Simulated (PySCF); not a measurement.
Spinor energies of Bi⁸¹⁺ (bismuth, charge +81)

Start: 1s2. Calculated with PySCF 2.14 in an uncontracted even-tempered set (16 s from 33 bohr⁻², ratio 2.6; 13 p from 43 bohr⁻², ratio 2.6; 6 d from 44 bohr⁻², ratio 2.8; 3 f from 1800 bohr⁻², ratio 2.8): generalised Hartree-Fock with the X2C-1e Hamiltonian and a Gaussian nucleus; spin-orbit coupling (SO) screened by Boettger's factors.

```csv
spinor shell,electrons,"ε, screened SO (eV)",weight of nominal j (screened SO),"rms radius, screened SO (bohr)"
1s1/2,2,-102542.1,1.000,0.0177
```

| quantity | screened SO |
| --- | --- |
| E (hartree) | -7601.87697 |
| M_J | 0 |
| ⟨J²⟩ | 0.000 |
| ⟨L²⟩ | 0.000 |
| ⟨S²⟩ | 0.000 |

Breit and QED terms are absent; they matter most for the inner s and p1/2 levels.

Densities and radii are taken from the X2C orbitals without a picture-change correction, which distorts them close to the nucleus.
